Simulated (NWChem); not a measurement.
MgF₂; SMILES [F][Mg][F]

```xyz
3

Mg     0.0000     0.0000    -0.0477
F      1.7353     0.0000    -0.0477
F     -1.7353     0.0000    -0.0477
```
Atoms are numbered in this order, from 1.

Results from NWChem. Pople sets run with spherical d functions. Coordinates come from a B3LYP/6-31G* (spherical d) optimisation. GIAO values for the isolated, static molecule; σ is the absolute isotropic shielding.

```csv
level,basis functions,σ Mg1 (ppm),σ F2 (ppm),relative time
B3LYP/6-31G*,46,571.6,398.4,1
B3LYP/6-311G**,62,540.7,400.6,2
B3LYP/def2-SVP,46,555.5,408.5,1
B3LYP/def2-TZVP,94,536.7,422.6,4
B3LYP/pcSseg-2,100,538.4,428.2,4
```

Times are rough ratios from one shared machine.
